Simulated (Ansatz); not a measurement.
Consider the substitution at a C–B bond: `BC(B)CF` + `C=N` → `BC(CF)N=C` + BH₃.

Calculated with Ansatz (gas phase, PBE0-D4/def2-TZVP geometries, no zero-point term in ΔE). CBS: MP2 limit from def2 TZ/QZ plus the TZ coupled-cluster correction, frozen cores. This one scheme is used for every species. DFT in def2-TZVPP. B3LYP here is the variant with VWN-RPA as its local correlation; programs differ in this. One conformer a species, not always the lowest.

```json
{"level": "LDA (SPW92)", "ΔE (kcal/mol)": "21.9", "difference from CCSD(T)/CBS": "1.8"}
{"level": "BLYP-D4", "ΔE (kcal/mol)": "19.1", "difference from CCSD(T)/CBS": "-1.0"}
{"level": "B97M-V", "ΔE (kcal/mol)": "21.6", "difference from CCSD(T)/CBS": "1.5"}
{"level": "CAM-B3LYP-D4", "ΔE (kcal/mol)": "19.3", "difference from CCSD(T)/CBS": "-0.8"}
{"level": "PBE", "ΔE (kcal/mol)": "21.9", "difference from CCSD(T)/CBS": "1.8"}
{"level": "revPBE", "ΔE (kcal/mol)": "21.8", "difference from CCSD(T)/CBS": "1.7"}
{"level": "B3LYP", "ΔE (kcal/mol)": "20.2", "difference from CCSD(T)/CBS": "0.1"}
{"level": "r2SCAN0", "ΔE (kcal/mol)": "21.3", "difference from CCSD(T)/CBS": "1.2"}
{"level": "CCSD(T)/def2-SVP", "ΔE (kcal/mol)": "17.6", "difference from CCSD(T)/CBS": "-2.5"}
{"level": "CCSD(T)/def2-TZVPP", "ΔE (kcal/mol)": "19.5", "difference from CCSD(T)/CBS": "-0.6"}
{"level": "CCSD(T)/CBS", "ΔE (kcal/mol)": "20.1", "difference from CCSD(T)/CBS": "0"}
```

Largest T1 diagnostic among the species: 0.012.

The D4 term adds −0.9 kcal/mol with B3LYP and −0.5 kcal/mol with PBE0; it sums over pairs of atoms, weighted by their polarisabilities, and B3LYP, whose exchange is more repulsive, gets the larger term. In def2-TZVPP, CCSD(T) changes the Hartree–Fock value by +1.9 kcal/mol (the triples alone add +0.0 kcal/mol) and MP2 by +1.8 kcal/mol.
